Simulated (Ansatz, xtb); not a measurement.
**Two isomers of C5H5NO**

We compare a, `N#C[C@@H]1C[C@H]1C=O`, a singlet, with b, `N#CC1(C=O)CC1`, a singlet. Both are isolated molecules in the gas phase, relaxed with PBE-D3(BJ)/def2-SVP; the shapes shown needn't be the lowest conformers.

a (Å):

```yaml
atoms:
  - { symbol: C, position_ang: [-3.2754, -0.5900, -0.6859] }
  - { symbol: C, position_ang: [-2.0452, -0.1835, -0.0581] }
  - { symbol: C, position_ang: [-0.7400, -0.2496, -0.8009] }
  - { symbol: C, position_ang: [-1.0019, -1.2601, 0.3015] }
  - { symbol: C, position_ang: [-0.2976, -1.0584, 1.6045] }
  - { symbol: N, position_ang: [-4.2745, -0.9233, -1.2019] }
  - { symbol: O, position_ang: [-0.0551, 0.0406, 2.0699] }
  - { symbol: H, position_ang: [-2.1333, 0.6172, 0.6973] }
  - { symbol: H, position_ang: [-0.0130, 0.5422, -0.5634] }
  - { symbol: H, position_ang: [-0.7497, -0.6174, -1.8370] }
  - { symbol: H, position_ang: [-1.2285, -2.2965, 0.0086] }
  - { symbol: H, position_ang: [0.0047, -2.0047, 2.1408] }
```

b (Å):

```csv
atom,x (Å),y (Å),z (Å)
C,-1.7202,0.5835,1.2803
C,-0.5311,0.3055,0.5147
C,-0.2553,1.2082,-0.6640
C,0.7150,-0.2501,1.2379
C,-0.0614,-1.1574,0.3615
N,-2.6953,0.8375,1.8810
O,0.7152,1.0696,-1.3812
H,-1.0173,2.0215,-0.8301
H,0.6332,-0.3518,2.3300
H,1.6636,0.1522,0.8492
H,-0.7103,-1.9218,0.8136
H,0.3487,-1.3844,-0.6349
```

Quicker runs give these differences E(b) − E(a): GFN2-xTB +0.29 kcal/mol; HF/STO-3G +0.12 kcal/mol (at GFN2-xTB geometries); r2SCAN-D4/def2-SVP −0.07 kcal/mol (at GFN2-xTB geometries).

**Question.** Estimate which is lower in electronic energy at CCSD(T)/def2-SVP + ΔMP2/def2-TZVPP, and by roughly how much.

**Answer.** CCSD(T)/def2-SVP + ΔMP2/def2-TZVPP gives E(b) − E(a) = −0.27 kcal/mol, slightly favouring structure b, which is too small a margin to settle the true order.

How the difference moves with the method:

```
                             level             geometry  E(b) − E(a) (kcal/mol)  departure from the last row (kcal/mol)  job, with rough time for the two
                          GFN2-xTB             GFN2-xTB                     +0.29                                   +0.56              optimisation, 0.34 s
                         HF/STO-3G             GFN2-xTB                     +0.12                                   +0.39               single point, 1.4 s
                r2SCAN-D4/def2-SVP             GFN2-xTB                     −0.07                                   +0.20               single point, 8.4 s
               PBE-D3(BJ)/def2-SVP  PBE-D3(BJ)/def2-SVP                     +0.15                                   +0.42                optimisation, 56 s
                       HF/def2-SVP  PBE-D3(BJ)/def2-SVP                     +0.12                                   +0.39           part of the CCSD(T) run
                      MP2/def2-SVP  PBE-D3(BJ)/def2-SVP                     −0.80                                   −0.53           part of the CCSD(T) run
                  CCSD(T)/def2-SVP  PBE-D3(BJ)/def2-SVP                     −0.63                                   −0.36                      single point
CCSD(T)/def2-SVP + ΔMP2/def2-TZVPP  PBE-D3(BJ)/def2-SVP                     −0.27                                                     single point, 2.3 min
```

As drawn, both hold the same kinds of bond in the same numbers.

The largest departure from CCSD(T)/def2-SVP + ΔMP2/def2-TZVPP is that of GFN2-xTB, 0.56 kcal/mol. The last row adds to CCSD(T) the change of the MP2 difference between the two basis sets, here +0.36 kcal/mol.

With thermal terms from frequencies at re-optimised GFN2-xTB minima (ideal gas, soft modes damped towards free rotors, one conformer each, 298.15 K, 1 atm): the zero-point term adds −0.07 kcal/mol; ΔH is −0.31 and ΔG −0.23 kcal/mol.

The correlated steps freeze 7 core orbitals. Mirror images aren't counted in ΔG. Run with Ansatz 0.2.0, xtb 6.7.1; the last row on 2 threads of Intel(R) Xeon(R) Processor @ 2.50GHz (Skylake/Cascade Lake) on a shared host.
